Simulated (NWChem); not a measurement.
System: C₅H₅F; SMILES C#CC1(F)CC1

Here is an NWChem input.

```
start job
memory heap 200 mb stack 900 mb global 1100 mb
geometry units angstroms noautosym nocenter noautoz
  C     -0.200934    -2.406232     0.000000
  C     -0.029045    -1.207526     0.000000
  C      0.168389     0.220240     0.000000
  F      1.481889     0.584571     0.000000
  C     -0.755982     1.130421    -0.751206
  C     -0.755982     1.130421     0.751206
  H     -0.349631    -3.470470     0.000000
  H     -0.267352     1.966796    -1.257292
  H     -1.597200     0.682703    -1.285065
  H     -1.597200     0.682703     1.285065
  H     -0.267352     1.966796     1.257292
end
basis spherical
  * library 6-31g*
end
dft
  xc hfexch
  iterations 150
  mulliken
end
task dft energy
esp
  recalculate
  probe 0.07
  range 0.3
  factor 1.0
  spacing 0.02
end
task esp
```

NWChem printed, in part:

```
             Northwest Computational Chemistry Package (NWChem) 7.3.0
             --------------------------------------------------------

                             Geometry "geometry" -> ""
                             -------------------------

 Output coordinates in angstroms (scale by  1.889725989 to convert to a.u.)

  No.       Tag          Charge          X              Y              Z
 ---- ---------------- ---------- -------------- -------------- --------------
    1 C                    6.0000    -0.20093400    -2.40623200     0.00000000
    2 C                    6.0000    -0.02904500    -1.20752600     0.00000000
    3 C                    6.0000     0.16838900     0.22024000     0.00000000
    4 F                    9.0000     1.48188900     0.58457100     0.00000000
    5 C                    6.0000    -0.75598200     1.13042100    -0.75120600
    6 C                    6.0000    -0.75598200     1.13042100     0.75120600
    7 H                    1.0000    -0.34963100    -3.47047000     0.00000000
    8 H                    1.0000    -0.26735200     1.96679600    -1.25729200
    9 H                    1.0000    -1.59720000     0.68270300    -1.28506500
   10 H                    1.0000    -1.59720000     0.68270300     1.28506500
   11 H                    1.0000    -0.26735200     1.96679600     1.25729200

 Effective nuclear repulsion energy (a.u.)     210.8639598882

  xc_inp: hfexch multiplicative factor not found.

                                 NWChem DFT Module
                                 -----------------

 Summary of "ao basis" -> "ao basis" (spherical)
 ------------------------------------------------------------------------------
       Tag                 Description            Shells   Functions and Types
 ---------------- ------------------------------  ------  ---------------------
 C                           6-31g*                  6       14   3s2p1d
 F                           6-31g*                  6       14   3s2p1d
 H                           6-31g*                  2        2   2s

            General Information
            -------------------
          SCF calculation type: DFT
          Wavefunction type:  closed shell.
          No. of atoms     :    11
          No. of electrons :    44
           Alpha electrons :    22
            Beta electrons :    22
          Charge           :     0
          Spin multiplicity:     1
          Use of symmetry is: off; symmetry adaption is: off
          Maximum number of iterations: 150
          AO basis - number of functions:    94
                     number of shells:    46
          Convergence on energy requested:  1.00D-06
          Convergence on density requested:  1.00D-05
          Convergence on gradient requested:  5.00D-04

              XC Information
              --------------
                     Hartree-Fock (Exact) Exchange  1.000

      Superposition of Atomic Density Guess
      -------------------------------------

 Sum of atomic energies:        -290.16476546

      Non-variational initial energy
      ------------------------------

 Total energy =    -293.582756
 1-e energy   =    -812.757451
 2-e energy   =     308.310735
 HOMO         =      -0.266816
 LUMO         =       0.044177

     ---------------------------------------------
      Total Density - Mulliken Population Analysis
     ---------------------------------------------

    Atom       Charge   Shell Charges
 -----------   ------   -------------------------------------------------------
    1 C    6     6.52   2.00  0.75  1.91  0.71  1.13  0.03
    2 C    6     5.86   2.00  0.74  1.88  0.50  0.70  0.04
    3 C    6     5.39   2.00  0.65  1.62  0.45  0.59  0.08
    4 F    9     9.49   2.00  0.94  3.40  1.02  2.11  0.01
    5 C    6     6.51   2.00  0.72  2.00  0.66  1.10  0.04
    6 C    6     6.51   2.00  0.72  2.00  0.66  1.10  0.04
    7 H    1     0.71   0.42  0.29
    8 H    1     0.75   0.46  0.29
    9 H    1     0.76   0.46  0.30
   10 H    1     0.76   0.46  0.30
   11 H    1     0.75   0.46  0.29

   convergence    iter        energy       DeltaE   RMS-Dens  Diis-err
 ---------------- ----- ----------------- --------- --------- ---------
 d= 0,ls=0.0,diis     1   -291.4826747434 -5.02D+02  9.37D-03  5.90D-01
 d= 0,ls=0.0,diis     2   -291.5559192142 -7.32D-02  2.81D-03  1.40D-01
 d= 0,ls=0.0,diis     3   -291.5695833399 -1.37D-02  1.45D-03  1.33D-02
 d= 0,ls=0.0,diis     4   -291.5713465675 -1.76D-03  3.00D-04  1.44D-03
 d= 0,ls=0.0,diis     5   -291.5715321371 -1.86D-04  8.69D-05  4.62D-05
  Resetting Diis
 d= 0,ls=0.0,diis     6   -291.5715399114 -7.77D-06  2.68D-05  5.02D-06
 d= 0,ls=0.0,diis     7   -291.5715410705 -1.16D-06  9.99D-06  6.31D-07
 d= 0,ls=0.0,diis     8   -291.5715412828 -2.12D-07  4.62D-06  2.14D-07

         Total DFT energy =     -291.571541282776
      One electron energy =     -816.027762423267
           Coulomb energy =      351.355265133426
    Exchange-Corr. energy =      -37.763003881088
 Nuclear repulsion energy =      210.863959888153

 Numeric. integr. density =        0.000000000000

                       DFT Final Molecular Orbital Analysis
                       ------------------------------------

 Vector   20  Occ=2.000000D+00  E=-4.606720D-01
              MO Center= -5.1D-01,  8.3D-01, -6.8D-14, r^2= 2.2D+00
   Bfn.  Coefficient  Atom+Function         Bfn.  Coefficient  Atom+Function
  ----- ------------  ---------------      ----- ------------  ---------------
    61      0.283089   5 C  pz               75     -0.283089   6 C  pz
    65      0.179379   5 C  pz               79     -0.179379   6 C  pz
    32     -0.170469   3 C  py               59     -0.170032   5 C  px
    73     -0.170032   6 C  px               60      0.164350   5 C  py
    74      0.164350   6 C  py               34     -0.153522   3 C  s

 Vector   21  Occ=2.000000D+00  E=-3.995275D-01
              MO Center= -1.4D-01, -1.6D+00,  2.3D-16, r^2= 1.9D+00
   Bfn.  Coefficient  Atom+Function         Bfn.  Coefficient  Atom+Function
  ----- ------------  ---------------      ----- ------------  ---------------
    17      0.386433   2 C  px                3      0.373478   1 C  px
    21      0.265601   2 C  px                7      0.260262   1 C  px
    18     -0.078633   2 C  py               60     -0.077952   5 C  py
    74     -0.077952   6 C  py               45      0.074740   4 F  px
    49      0.068006   4 F  px               46      0.059620   4 F  py

 Vector   22  Occ=2.000000D+00  E=-3.666471D-01
              MO Center= -1.8D-01, -1.0D+00, -1.3D-14, r^2= 3.2D+00
   Bfn.  Coefficient  Atom+Function         Bfn.  Coefficient  Atom+Function
  ----- ------------  ---------------      ----- ------------  ---------------
     5      0.357123   1 C  pz               19      0.291544   2 C  pz
     9      0.268280   1 C  pz               33     -0.257141   3 C  pz
    23      0.201805   2 C  pz               60     -0.144788   5 C  py
    74      0.144788   6 C  py               62      0.139205   5 C  s
    76     -0.139205   6 C  s                37     -0.130126   3 C  pz

 Vector   23  Occ=0.000000D+00  E= 1.846316D-01
              MO Center= -6.5D-02, -1.0D+00, -6.3D-14, r^2= 4.2D+00
   Bfn.  Coefficient  Atom+Function         Bfn.  Coefficient  Atom+Function
  ----- ------------  ---------------      ----- ------------  ---------------
     7      0.632186   1 C  px               21     -0.533789   2 C  px
    88      0.478746   8 H  s                94      0.478746  11 H  s
    62     -0.337862   5 C  s                76     -0.337862   6 C  s
     3      0.307252   1 C  px               17     -0.284440   2 C  px
    35     -0.265310   3 C  px               48      0.245185   4 F  s

 Vector   24  Occ=0.000000D+00  E= 2.017169D-01
              MO Center= -1.8D-01, -1.2D+00, -1.7D-14, r^2= 3.6D+00
   Bfn.  Coefficient  Atom+Function         Bfn.  Coefficient  Atom+Function
  ----- ------------  ---------------      ----- ------------  ---------------
     9      0.680011   1 C  pz               23     -0.612859   2 C  pz
    62     -0.519459   5 C  s                76      0.519459   6 C  s
    19     -0.330960   2 C  pz                5      0.309629   1 C  pz
    37     -0.290400   3 C  pz               63     -0.285822   5 C  px
    77      0.285822   6 C  px               88      0.206862   8 H  s

 Vector   25  Occ=0.000000D+00  E= 2.478758D-01
              MO Center= -1.4D+00,  2.0D-01, -2.1D-12, r^2= 5.3D+00
   Bfn.  Coefficient  Atom+Function         Bfn.  Coefficient  Atom+Function
  ----- ------------  ---------------      ----- ------------  ---------------
    90      1.299573   9 H  s                92      1.299573  10 H  s
    62     -0.917794   5 C  s                76     -0.917794   6 C  s
    86      0.792422   7 H  s                 8      0.700841   1 C  py
    22      0.593520   2 C  py               34     -0.580276   3 C  s
    63      0.462024   5 C  px               77      0.462024   6 C  px

     ---------------------------------------------
      Total Density - Mulliken Population Analysis
     ---------------------------------------------

    Atom       Charge   Shell Charges
 -----------   ------   -------------------------------------------------------
    1 C    6     6.46   2.00  0.67  1.91  0.53  1.32  0.03
    2 C    6     5.89   2.00  0.68  1.94  0.41  0.82  0.04
    3 C    6     5.55   2.00  0.64  1.95  0.44  0.42  0.10
    4 F    9     9.44   2.00  0.93  3.29  1.06  2.15  0.02
    5 C    6     6.41   2.00  0.64  2.05  0.66  1.00  0.05
    6 C    6     6.41   2.00  0.64  2.05  0.66  1.00  0.05
    7 H    1     0.69   0.49  0.20
    8 H    1     0.78   0.52  0.27
    9 H    1     0.79   0.52  0.27
   10 H    1     0.79   0.52  0.27
   11 H    1     0.78   0.52  0.27

     -------------------------------------------
      Total Density - Lowdin Population Analysis
     -------------------------------------------

    Atom       Charge   Shell Charges
 -----------   ------   -------------------------------------------------------
    1 C    6     6.19   1.99  0.55  1.75  0.46  1.39  0.06
    2 C    6     6.04   1.99  0.54  1.76  0.40  1.28  0.08
    3 C    6     5.86   1.98  0.47  1.77  0.35  1.08  0.22
    4 F    9     9.19   1.99  0.93  3.19  0.82  2.23  0.03
    5 C    6     6.25   1.99  0.52  1.88  0.42  1.34  0.10
    6 C    6     6.25   1.99  0.52  1.88  0.42  1.34  0.10
    7 H    1     0.82   0.46  0.36
    8 H    1     0.85   0.49  0.36
    9 H    1     0.85   0.49  0.36
   10 H    1     0.85   0.49  0.36
   11 H    1     0.85   0.49  0.36

     Multipole analysis of the density
     ---------------------------------

     L   x y z        total         alpha         beta         nuclear
     -   - - -        -----         -----         ----         -------
     0   0 0 0     -0.000000    -22.000000    -22.000000     44.000000

     1   1 0 0     -0.766976     -0.210523     -0.210523     -0.345929
     1   0 1 0     -0.013722     -0.284283     -0.284283      0.554844
     1   0 0 1     -0.000000     -0.000000     -0.000000     -0.000000

     2   2 0 0    -27.449042    -71.587887    -71.587887    115.726731
     2   1 1 0      0.268074      2.176138      2.176138     -4.084201
     2   1 0 1     -0.000000     -0.000000     -0.000000     -0.000000
     2   0 2 0    -20.715652   -158.382180   -158.382180    296.048708
     2   0 1 1     -0.000000     -0.000000     -0.000000      0.000000
     2   0 0 2    -25.631600    -36.449239    -36.449239     47.266878

                     NWChem Electrostatic Potential Fit Module
                     -----------------------------------------

 Atom parameters

 Number of atoms is                                   11
 Number of basis functions is                         94

 Grid parameters

 Maximum number of grid points is                  42970
 Number of grid points is                          42969
 Grid range                                     0.300000 nm
 Grid spacing                                   0.020000 nm
 Probe radius                                   0.070000 nm
 Atom radius factor                             1.000000

 Atomic radii

    1    0.100000
    6    0.147000
    9    0.128000
 FASTESP  F
  using M.O. file = ./job.movecs

    Atom              Coordinates                           Charge

                                                  ESP

    1 C    -0.020093   -0.240623    0.000000   -0.370966
    2 C    -0.002905   -0.120753    0.000000   -0.115840
    3 C     0.016839    0.022024    0.000000    0.537320
    4 F     0.148189    0.058457    0.000000   -0.300885
    5 C    -0.075598    0.113042   -0.075121   -0.244297
    6 C    -0.075598    0.113042    0.075121   -0.245998
    7 H    -0.034963   -0.347047    0.000000    0.295988
    8 H    -0.026735    0.196680   -0.125729    0.113368
    9 H    -0.159720    0.068270   -0.128507    0.108472
   10 H    -0.159720    0.068270    0.128507    0.108333
   11 H    -0.026735    0.196680    0.125729    0.114505
                                            ------------
                                                0.000000

 Dipole moment                                  0.789259

 Quadrupole moment Qxx                        -10.394698
                   Qyy                         10.987126
                   Qzz                         -0.592428

 RMS deviation kJ/mol                           0.059732

 RRMS %                                        31.539720
```

Level: Hartree-Fock/6-31G* (spherical d). Structure relaxed at the PBE0/def2-SVP level.
